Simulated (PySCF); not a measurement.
**Dipole moment and polarisability of `C=CC[Si@H](Cl)CC#N`**

C5H8ClNSi.
Atom-mapped SMILES: `[CH2:1]=[CH:2][CH2:3][Si@H:4]([Cl:5])[CH2:6][C:7]#[N:8]` (hydrogens: H9, H10 on C1; H11 on C2; H12, H13 on C3; H14 on Si4; H15, H16 on C6)

Geometry (GFN2-xTB, Å), atoms numbered from 1 in this order:
```
atom  x, y, z in Å
C1     2.1639   -0.4490    0.0578
C2     1.5003    0.5317   -0.5269
C3     0.2171    0.3462   -1.2724
Si4   -1.2864    0.8179   -0.1914
Cl5   -1.1793    2.7545    0.3817
C6    -1.2156   -0.2380    1.4135
C7    -1.1966   -1.6325    1.1013
N8    -1.1777   -2.7415    0.8212
H9     1.8196   -1.4697    0.0122
H10    3.0789   -0.2753    0.5978
H11    1.8595    1.5503   -0.4628
H12    0.2291    0.9562   -2.1763
H13    0.1175   -0.6965   -1.5753
H14   -2.5517    0.5882   -0.8869
H15   -2.0758   -0.0334    2.0531
H16   -0.3103   -0.0001    1.9772
```

Level: CAM-B3LYP/def2-SVPD (PySCF), static field, nuclei fixed, core orbitals frozen in the response. The polarisability tensor in these axes (au):

```
x    97.77  -7.16   1.25
y    -7.16 114.27  -2.84
z     1.25  -2.84  84.49
```

Q: Give the principal values, the mean and the anisotropy Δα = √{½[(α1 − α2)² + (α2 − α3)² + (α1 − α3)²]}.

A: Principal values 84.19, 95.10 and 117.23 au; mean 98.84 au = 14.65 Å³ = 16.30 × 10⁻⁴⁰ C²·m²/J; Δα = 29.16 au (30 % of the mean).

Q: What is the dipole moment, and where does it point?

A: (0.31, 2.71, -0.04) D, 2.72 D in size, pointing from the negative to the positive side. Measured along this direction, the outermost atoms are N8 at the negative end and Cl5 at the positive end.

Q: Sum over states: ᾱ = Σ f/ω², ω in Eh. What share falls to these 8 lowest TDDFT singlets (eV, f)? 6.78, 0.2093; 7.23, 0.0300; 7.36, 0.0908; 7.60, 0.0034; 7.66, 0.0235; 7.76, 0.0396; 7.94, 0.0464; 7.98, 0.0078.

A: They add up to 6.50 au, 6.6 % of the 98.84 au; the largest single term is 3.37 au, from the state at 6.78 eV. Terms in order: 3.37, 0.42, 1.24, 0.04, 0.30, 0.49, 0.54, 0.09 au. Higher excitations give the rest. The strengths listed sum to 0.451.

Q: Find the Langevin capture rate constant for H3+ (3.023 u) meeting this molecule (145.011 u), k = 2.342 × 10⁻⁹ cm³/s × √(α in Å³ / reduced mass in u).

A: The reduced mass is 2.96 u, so k = 5.21 × 10⁻⁹ cm³/s. The formula leaves out the permanent dipole, which adds to the capture rate.

Q: What depolarisation ratio follows for Rayleigh scattering of linearly polarised light, taking the static tensor?

A: ρ = 3Δα²/(45ᾱ² + 4Δα²) = 2551.5/(439625 + 3402.1) = 0.00576.

Q: Along which axes do the principal values lie, and how far do the nuclei extend along each?

A: Largest value along (-0.35, 0.93, -0.09), where the nuclei span 5.17 Å; middle along (0.94, 0.35, 0.02), 4.99 Å; least along (-0.05, 0.08, 1.00), 4.24 Å. The response follows the extents in order.

The structure is a single GFN2-xTB conformer in the gas phase; no vibrational or solvent corrections.
